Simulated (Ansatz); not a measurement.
Reactions of `N[Si](N)(Cl)Cl`.

Computed with Ansatz on PBE0-D4/def2-TZVP structures; ΔE is electronic, products minus reactants. CBS: MP2 limit from def2 TZ/QZ plus the TZ coupled-cluster correction, frozen cores. This one scheme is used for every species. DFT in def2-TZVPP. def2 core potentials past Kr. For Sn outer-core shells are correlated without core-valence functions, which leaves a few kJ/mol of doubt a bond. Each species was taken in one conformer, which may not be the lowest.

```csv
reaction,ωB97X-V (eV),B2PLYP (eV),HF/CBS(def2) (eV),CCSD/CBS(def2) (eV),CCSD(T)/CBS(def2) (eV)
`N[Si](N)(Cl)Cl` + ethylene → `C=C[Si](N)(N)Cl` + HCl,1.04,1.05,1.15,1.03,1.01
`N[Si](N)(Cl)Cl` + `C[Si](N)(Cl)Cl` → `N[Si](Cl)(Cl)[Si](N)(Cl)Cl` + CH₃NH₂,1.81,1.88,2.01,1.90,1.86
`N[Si](N)(Cl)Cl` + `N[SiH2]O[SiH3]` → `N[SiH2]O[Si](N)(Cl)Cl` + `N[SiH3]`,0.01,0.05,0.08,0.03,0.02
`N[Si](N)(Cl)Cl` + `N[SiH2][O][SnH3]` → `N[SiH2]O[Si](N)(Cl)Cl` + `[NH2][SnH3]`,-0.12,-0.12,-0.15,-0.11,-0.11
`N[Si](N)(Cl)Cl` + `C[SiH](F)Cl` → `C[Si](N)(Cl)Cl` + `N[SiH](F)Cl`,0.03,0.03,0.03,0.03,0.03
```

Largest T1 diagnostic: 0.013, for `N[SiH2][O][SnH3]`.
